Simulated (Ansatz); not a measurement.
Abridged output of a molecular run in Ansatz:

```
Functional definition: HF
1210 factors; integrals over basis functions are off by at most 1.5e-3 eV
mean field evaluation 1: about -16922.1566 eV, gradient 3.9e1 eV
mean field evaluation 2: about -16922.1707 eV, gradient 3.9e1 eV
mean field evaluation 4: about -16925.6909 eV, gradient 3.5e0 eV
mean field evaluation 8: about -16925.7369 eV, gradient 2.2e-4 eV
mean field -16925.73688932 eV, -622.0093580061 hartree, gradient 2.1e-6 eV, S^2 0.000000; 0 other end points of the search recorded, 0 dependent functions left out
12 core orbitals not correlated: weight in the atoms' cores, before any rotation towards them, 1.000 or more for the frozen orbitals, at most 0.000 for the correlated occupied ones
reference -16925.73688932 eV, -622.0093580061 hartree; 19, 19 occupied and 85, 85 virtual orbitals, 1210 factors
second order -17.97367231 eV of doubles, -0.00000000 eV of singles
cycle   1  -18.63211317 eV  change   -6.6e-1 eV  update   1.1e-1
cycle   2  -19.19210264 eV  change   -5.6e-1 eV  update   3.5e-2
cycle   3  -19.33139357 eV  change   -1.4e-1 eV  update   2.0e-2
cycle   4  -19.32499617 eV  change    6.4e-3 eV  update   5.3e-3
cycle   5  -19.32260734 eV  change    2.4e-3 eV  update   2.6e-3
cycle   6  -19.32314716 eV  change   -5.4e-4 eV  update   8.4e-4
cycle   7  -19.32283152 eV  change    3.2e-4 eV  update   3.1e-4
cycle   8  -19.32269178 eV  change    1.4e-4 eV  update   1.1e-4
cycle   9  -19.32273012 eV  change   -3.8e-5 eV  update   3.6e-5
cycle  10  -19.32274935 eV  change   -1.9e-5 eV  update   1.4e-5
perturbative correction -0.50148408 eV, -0.0184292001 hartree
Total energy: -16945.56112276 eV, -622.7378851474 hartree
```

Its atoms:

Cartesian coordinates in Å:
```
O 0.976 0.171 0.502
C 1.231 -0.129 -0.888
O 0.064 -0.311 -1.547
Al -1.582 -0.273 -1.009
In -1.282 0.258 1.544
H 1.806 0.285 0.973
H 1.847 -1.038 -0.929
H 1.791 0.714 -1.316
H -2.586 -0.560 -2.205
H -1.058 -0.998 2.722
H -1.207 1.881 2.153
```

(1) Which basis set was used?
A. def2-TZVPPD
B. def2-QZVPP
C. cc-pV(T+d)Z
D. def2-SVP

(2) Write the keys of the input that set method, charge and spin (a neutral closed shell needs none for the last two).

Answers

(1) D. It gives 116 functions.

(2) 
```yaml
correlation: {method: ccsd_t}
```
